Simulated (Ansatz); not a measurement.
A run on `[F][Ti]([F])([Cl])[SeH]` with other settings.

```yaml
crystal:
  periodic: [false, false, false]
  atoms:
    - {symbol: F, position_ang: [0.092217, -0.731442, 1.695352]}
    - {symbol: Ti, position_ang: [0.246334, -0.526788, -0.025420]}
    - {symbol: F, position_ang: [1.749597, -1.118780, -0.657773]}
    - {symbol: Cl, position_ang: [-1.441231, -1.496290, -1.009220]}
    - {symbol: Se, position_ang: [0.238753, 1.823972, -0.518110]}
    - {symbol: H, position_ang: [-0.843670, 1.985330, 0.468971]}
basis:
  gaussian: {orbitals: cc-pVTZ}
hamiltonian: {xc: {name: r2SCAN}}
output: {forces: true}
```

```sh
$ ansatz run in.yaml --threads 4 --pin off --events-out ev --progress --plain --max-ram 10444MiB
```

It prints (some lines left out):

```
Functional definition: r2SCAN
1512 factors; their error is unknown
mean field evaluation 1: about -106441.7998 eV, gradient 4.9e1 eV
mean field evaluation 2: about -106420.5412 eV, gradient 1.3e2 eV
mean field evaluation 4: about -106442.9879 eV, gradient 3.5e1 eV
mean field evaluation 8: about -106445.5276 eV, gradient 5.1e-1 eV
mean field evaluation 16: about -106445.4870 eV, gradient 2.2e-3 eV
mean field -106445.48698619 eV, -3911.7994954001 hartree, gradient 2.3e-5 eV, S^2 0.000000; 0 other end points of the search recorded, 0 dependent functions left out
reference -106445.48700821 eV, -3911.7994962091 hartree; 46, 46 occupied and 173, 173 virtual orbitals, 1512 factors
Total energy: -106445.48700821 eV, -3911.7994962091 hartree
Atom 0 at     0.092217    -0.731442     1.695352 Å, force    -0.028718    -0.043826     0.320029 eV/Å
Atom 1 at     0.246334    -0.526788    -0.025420 Å, force    -0.053040     0.133960    -0.058925 eV/Å
Atom 2 at     1.749597    -1.118780    -0.657773 Å, force     0.278963    -0.115686    -0.115417 eV/Å
Atom 3 at    -1.441231    -1.496290    -1.009220 Å, force    -0.212944    -0.143482    -0.116270 eV/Å
Atom 4 at     0.238753     1.823972    -0.518110 Å, force     0.010496     0.179495    -0.022505 eV/Å
Atom 5 at    -0.843670     1.985330     0.468971 Å, force     0.005243    -0.010462    -0.006911 eV/Å
Dipole moment:    -0.060608     0.181526     0.056612 e Å
```

Hardware: 4 threads of an Arm Neoverse V2 on a shared host. Wall time 8 s, peak host memory 0.4 GiB.
